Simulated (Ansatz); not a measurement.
Start from `O=COCF` and change one atom or group to get `FCO[SiH2]F`.

Ansatz, PBE0-D4/def2-TZVP geometries, multiplicity 1. Each molecule was computed in one conformer, which needn't be the lowest.

```
                                          property  `O=COCF`
             HOMO energy (ωB97M-V/def2-TZVPP) / eV    -11.22
    size of the dipole moment (PBE/def2-TZVPP) / D      2.10
               HOMO energy (B3LYP/def2-TZVPP) / eV     -8.53
               LUMO energy (B3LYP/def2-TZVPP) / eV     -0.77
                 LUMO energy (PBE/def2-TZVPP) / eV     -1.64
size of the dipole moment (ωB97M-V/def2-TZVPP) / D      2.23
```

(1) What does the change do to each property? (Best estimate.)

Results:

(1) The calculation gave: 
```json
{"property": "HOMO energy (ωB97M-V/def2-TZVPP) / eV", "`FCO[SiH2]F`": "-11.67", "shift": "-0.45"}
{"property": "size of the dipole moment (PBE/def2-TZVPP) / D", "`FCO[SiH2]F`": "0.99", "shift": "-1.11"}
{"property": "HOMO energy (B3LYP/def2-TZVPP) / eV", "`FCO[SiH2]F`": "-9.04", "shift": "-0.51"}
{"property": "LUMO energy (B3LYP/def2-TZVPP) / eV", "`FCO[SiH2]F`": "0.19", "shift": "0.96"}
{"property": "LUMO energy (PBE/def2-TZVPP) / eV", "`FCO[SiH2]F`": "-0.45", "shift": "1.19"}
{"property": "size of the dipole moment (ωB97M-V/def2-TZVPP) / D", "`FCO[SiH2]F`": "1.04", "shift": "-1.19"}
```

With PBE0 the HOMO falls by 0.48 eV and the LUMO rises by 0.92 eV, so the gap widens by about 1.40 eV. PBE moves the HOMO by -0.52 eV and ωB97M-V by -0.45 eV. Dipoles are sizes alone; their direction can turn.

B3LYP here is the variant with VWN-RPA as its local correlation; programs differ in this.
